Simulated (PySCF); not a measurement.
CH$_{4}$, charge +1, doublet, at a GFN2-xTB geometry (a state made from the parent by changing its charge; the spin is typed, not shown lowest), with bond 5-1 at 2.2 times its length; PySCF with PBE/6-311G**.

The PySCF input:
```python
from pyscf import gto, scf, dft

mol = gto.Mole()
mol.atom = '''
    C     0.000000    0.000000    0.000000
    H    -0.857034   -0.147942   -0.691797
    H     0.197880    1.080625   -0.167549
    H    -0.379640   -0.539416    0.894361
    H     2.285348   -0.865186   -0.077033
'''
mol.basis = '6-311g**'
mol.charge = 1
mol.spin = 1
mol.verbose = 4
mol.build()

mf = dft.UKS(mol)
mf.xc = 'pbe'
mf.kernel()
mo_i, mo_e, stable_i, stable_e = mf.stability(internal=True, external=False, return_status=True, nroots=6, tol=1e-6)
print('internally stable:', stable_i, ' externally stable:', stable_e)
if not stable_i:
    umf = mf.copy()
    umf.scf_summary = {}
    umf.kernel(umf.make_rdm1(mo_i, mf.mo_occ))
mf.analyze()
```

Task: Write the output that PySCF gives for this input, abridged.

Result: 
```
PySCF version 2.14.0

[INPUT] verbose = 4
[INPUT] num. atoms = 5
[INPUT] num. electrons = 9
[INPUT] charge = 1
[INPUT] spin (= nelec alpha-beta = 2S) = 1
[INPUT] symmetry False subgroup None
[INPUT] Mole.unit = angstrom
[INPUT] Symbol           X                Y                Z      unit          X                Y                Z       unit  Magmom
[INPUT]  1 C      0.000000000000   0.000000000000   0.000000000000 AA    0.000000000000   0.000000000000   0.000000000000 Bohr   0.0
[INPUT]  2 H     -0.857034000000  -0.147942000000  -0.691797000000 AA   -1.619559539440  -0.279569862320  -1.307306863796 Bohr   0.0
[INPUT]  3 H      0.197880000000   1.080625000000  -0.167549000000 AA    0.373939005529   2.042085293358  -0.316621722445 Bohr   0.0
[INPUT]  4 H     -0.379640000000  -0.539416000000   0.894361000000 AA   -0.717415625930  -1.019348507208   1.690097346492 Bohr   0.0
[INPUT]  5 H      2.285348000000  -0.865186000000  -0.077033000000 AA    4.318681819323  -1.634964586808  -0.145571272554 Bohr   0.0

nuclear repulsion = 11.2854744710282
number of shells = 24
number of NR pGTOs = 63
number of NR cGTOs = 42
basis = 6-311g**
ecp = {}

******** <class 'pyscf.dft.uks.UKS'> ********
method = UKS
initial guess = minao
damping factor = 0
level_shift factor = 0
DIIS = <class 'pyscf.scf.diis.CDIIS'>
diis_start_cycle = 1
diis_space = 8
diis_damp = 0
SCF conv_tol = 1e-09
SCF conv_tol_grad = None
SCF max_cycles = 50
direct_scf = True
direct_scf_tol = 1e-13
number electrons alpha = 5  beta = 4
XC library pyscf.dft.libxc version 7.1.2
    S. Lehtola, C. Steigemann, M. J. T. Oliveira, and M. A. L. Marques,  SoftwareX 7, 1–5 (2018)
XC functionals = pbe
    J. P. Perdew, K. Burke, and M. Ernzerhof,  Phys. Rev. Lett. 77, 3865 (1996)
    J. P. Perdew, K. Burke, and M. Ernzerhof,  Phys. Rev. Lett. 78, 1396 (1997)
    J. P. Perdew, K. Burke, and M. Ernzerhof,  Phys. Rev. Lett. 77, 3865 (1996)
    J. P. Perdew, K. Burke, and M. Ernzerhof,  Phys. Rev. Lett. 78, 1396 (1997)
radial grids:
    Treutler-Ahlrichs [JCP 102, 346 (1995); DOI:10.1063/1.469408] (M4) radial grids

becke partition: Becke, JCP 88, 2547 (1988); DOI:10.1063/1.454033
pruning grids: <function nwchem_prune>
grids dens level: 3
symmetrized grids: False
atomic radii adjust function: <function treutler_atomic_radii_adjust>
small_rho_cutoff = 0
Set gradient conv threshold to 3.16228e-05
tot grids = 53352
init E= -40.0432818404272

cycle= 1 E= -39.8631139692112  delta_E= 0.18  |g|= 0.141  |ddm|= 0.899
cycle= 2 E= -39.8208664481908  delta_E= 0.0422  |g|= 0.259  |ddm|= 0.535
cycle= 3 E= -39.9037786828934  delta_E= -0.0829  |g|= 0.0471  |ddm|= 0.257
cycle= 4 E= -39.908239162425  delta_E= -0.00446  |g|= 0.0102  |ddm|= 0.104
cycle= 5 E= -39.908433987144  delta_E= -0.000195  |g|= 0.00154  |ddm|= 0.0189
cycle= 6 E= -39.9084362694248  delta_E= -2.28e-06  |g|= 0.00125  |ddm|= 0.00293
cycle= 7 E= -39.9084376481072  delta_E= -1.38e-06  |g|= 0.000422  |ddm|= 0.00156
cycle= 8 E= -39.908437906354  delta_E= -2.58e-07  |g|= 0.000109  |ddm|= 0.000622
cycle= 9 E= -39.9084379408601  delta_E= -3.45e-08  |g|= 1.98e-05  |ddm|= 0.00034
cycle= 10 E= -39.9084379411972  delta_E= -3.37e-10  |g|= 1.68e-05  |ddm|= 5.75e-05
Extra cycle  E= -39.9084379377789  delta_E= 3.42e-09  |g|= 5.74e-05  |ddm|= 9.44e-05
converged SCF energy = -39.9084379377789  <S^2> = 0.75539185  2S+1 = 2.0053846
uhf_internal: lowest eigs of H = [0.15488204 0.27651473 0.30550643 0.43458699 0.45900811 0.59569438]
<class 'pyscf.dft.uks.UKS'> wavefunction is stable in the internal stability analysis
internally stable: True  externally stable: None
**** SCF Summaries ****
Total Energy =                         -39.908437937778857
Nuclear Repulsion Energy =              11.285474471028198
One-electron Energy =                  -72.254772907455077
Two-electron Energy =                   21.060860498648029
Two-electron Coulomb Energy =           27.432539396178040
DFT Exchange-Correlation Energy =       -6.371678897530010
**** MO energy ****
                             alpha | beta                alpha | beta
MO #1   energy= -10.2642160036383  | -10.2594459876235  occ= 1 | 1
MO #2   energy= -0.928001132648109 | -0.91439772717133  occ= 1 | 1
MO #3   energy= -0.687293534723693 | -0.682041145487599 occ= 1 | 1
MO #4   energy= -0.629181704754597 | -0.62301068209559  occ= 1 | 1
MO #5   energy= -0.576671372214825 | -0.489295206816212 occ= 1 | 0
MO #6   energy= -0.495776798118122 | -0.295061585599729 occ= 0 | 0
MO #7   energy= -0.190258953752974 | -0.182869729919648 occ= 0 | 0
MO #8   energy= -0.151096672074956 | -0.146625103804691 occ= 0 | 0
MO #9   energy= -0.123713527314187 | -0.11935499782463  occ= 0 | 0
MO #10  energy= -0.00199825243126739 | 0.00779294887238891 occ= 0 | 0
MO #11  energy= 0.0213421190232882 | 0.0457146477232513 occ= 0 | 0
MO #12  energy= 0.036916397583154  | 0.116610446735226  occ= 0 | 0
MO #13  energy= 0.106985256697538  | 0.161867736171134  occ= 0 | 0

To work with the spin densities directly, `use mulliken_meta_spin()` only printing them here.

 ** Mulliken spin pop alpha/beta on meta-lowdin orthogonal AOs **
 ** Mulliken Spin Density (per AO)  **
spin_pop of  0 C 1s       -0.00000
spin_pop of  0 C 2s        0.02248
spin_pop of  0 C 3s        0.00063
spin_pop of  0 C 4s        0.00002
spin_pop of  0 C 2px       0.12573
spin_pop of  0 C 2py       0.10768
spin_pop of  0 C 2pz       0.09021
spin_pop of  0 C 3px       0.00060
spin_pop of  0 C 3py       0.00003
spin_pop of  0 C 3pz      -0.00002
spin_pop of  0 C 4px       0.00000
spin_pop of  0 C 4py       0.00001
spin_pop of  0 C 4pz       0.00001
spin_pop of  0 C 3dxy     -0.00011
spin_pop of  0 C 3dyz     -0.00012
spin_pop of  0 C 3dz^2    -0.00001
spin_pop of  0 C 3dxz     -0.00005
spin_pop of  0 C 3dx2-y2   -0.00007
spin_pop of  1 H 1s       -0.01475
spin_pop of  1 H 2s       -0.00014
spin_pop of  1 H 3s        0.00005
spin_pop of  1 H 2px       0.00002
spin_pop of  1 H 2py       0.00000
spin_pop of  1 H 2pz      -0.00004
spin_pop of  2 H 1s        0.00207
spin_pop of  2 H 2s        0.00034
spin_pop of  2 H 3s        0.00010
spin_pop of  2 H 2px       0.00005
spin_pop of  2 H 2py      -0.00008
spin_pop of  2 H 2pz       0.00002
spin_pop of  3 H 1s        0.00207
spin_pop of  3 H 2s        0.00034
spin_pop of  3 H 3s        0.00010
spin_pop of  3 H 2px      -0.00005
spin_pop of  3 H 2py       0.00009
spin_pop of  3 H 2pz      -0.00005
spin_pop of  4 H 1s        0.66209
spin_pop of  4 H 2s        0.00009
spin_pop of  4 H 3s        0.00025
spin_pop of  4 H 2px       0.00035
spin_pop of  4 H 2py       0.00004
spin_pop of  4 H 2pz       0.00000
 ** Mulliken Spin Density (per atom)  **
spin density of  0 C =      0.34703
spin density of  1 H =     -0.01486
spin density of  2 H =      0.00251
spin density of  3 H =      0.00251
spin density of  4 H =      0.66280
 ** Mulliken pop alpha/beta on meta-lowdin orthogonal AOs **
 ** Mulliken pop       alpha | beta **
In total             5.00000 | 4.00000
 ** Mulliken atomic charges   ( Nelec_alpha | Nelec_beta ) **
charge of  0C =     -0.01432  (     3.18068      2.83365 )
charge of  1H =      0.21922  (     0.38296      0.39782 )
charge of  2H =      0.23226  (     0.38513      0.38261 )
charge of  3H =      0.23226  (     0.38513      0.38261 )
charge of  4H =      0.33058  (     0.66611      0.00331 )

WARN: System has nonzero charge 1; the dipole moment is origin-dependent.
Location of origin: [0. 0. 0.]

Dipole moment(X, Y, Z, Debye):  2.71709, -1.08936, -0.18423
```
